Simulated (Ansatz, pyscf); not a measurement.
•O–AlH₂ → [HO–AlH]•, a hydrogen shift on the doublet surface: Al–H broken, H–O formed. Single points on ωB97X-D3(BJ)/def2-SVP structures (PySCF, gas phase). Wave-function energies: Ansatz (a quantum-chemistry and plane-wave program), frozen core, RHF or UHF references. In kcal/mol, from the reactant's lowest minimum found.

```
level                   barrier  reaction energy
----------------------  -------  ---------------
M06-2X/def2-TZVP          19.23           -39.88
ωB97X-D3(BJ)/def2-TZVP    20.26           -33.88
CCSD(T)/cc-pV(D+d)Z       22.87           -32.93
CCSDT(Q)/cc-pV(D+d)Z      21.96           -32.94
CCSD(T)/cc-pV(T+d)Z       18.80           -37.06
CCSD(T)/cc-pV(Q+d)Z       17.96           -38.14
```

In cc-pV(D+d)Z, going from CCSD(T) to CCSDT(Q) shifts the barrier by -0.91 and the reaction energy by 0.00 kcal/mol. With HF in the quadruple-zeta basis and the correlation energy extrapolated as X⁻³ from X = 3, 4, CCSD(T) gives 17.30 and -38.76; adding the double-zeta shift gives ΔE‡ = 16.38 and ΔE = -38.76 kcal/mol, without core correlation, relativity or geometry relaxation at these levels. This is the saddle that the search found; another between the same sides may lie lower.
